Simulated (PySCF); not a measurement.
# Assignment exercise: C$_{4}$H$_{6}$F$_{4}$Si

Atom-mapped SMILES (the numbers label the heavy atoms): `[CH3:1]/[C:2]([F:3])=[CH:4]/[C:5]([F:6])([F:7])[SiH2:8][F:9]`. Each H is labelled by its parent atom.

How the numbers were obtained: NMR shieldings at PBE0/pcSseg-1/GIAO, structure optimised with GFN2-xTB, in PySCF 2.14.0 with density-fitted response routines (rapidly exchanging positions averaged, isolated molecule, no relativistic terms, one computed conformer).

Referencing at the same level of theory: 13C (186.93 ppm), 1H (31.72 ppm) against TMS.

(1) Assign these signals to the numbered atoms. 13C{1H} NMR (computed): δ 174.6, 129.7, 113.9, 20.8.

(2) Assign these signals to the numbered atoms. 1H NMR (600 MHz, computed): δ 5.33 (m, 1H), 5.13 (m, 2H), 2.18 (m, 3H).

## Answers

(1) 
```tsv
δ (ppm)	atoms	environment	reason
174.6	C2	fully substituted alkene carbon	–
129.7	C5	allylic fully substituted sp3 carbon bonded to 2 F and Si	2 electronegative neighbours deshield it
113.9	C4	alkene CH	an sp2 carbon of a C=C bond
20.8	C1	allylic methyl carbon	aliphatic region, no heteroatom directly attached
```

(2) 
5.33 → H(C4), hydrogen on an alkene CH: olefinic region
5.13 → H(Si8), hydrogen on a silicon bonded to C, F
2.18 → H(C1), hydrogen on an allylic methyl carbon: allylic position

Splittings by 19F in the carbon and heteronuclear signals aren't shown, as no couplings were computed. Shifts are as computed. Against solution values, carbons near 30 ppm lie about +3 ppm off and those near 130 ppm about +5 ppm. Of 1309 compounds with measured shifts, 239 miss one by over three times the rms of a fit or turn the order of signals round; such compounds aren't used in these exercises. Multiplicities follow the n + 1 count of equivalent neighbours, as no J values were calculated; m marks all less simple cases, F and P coupling included.
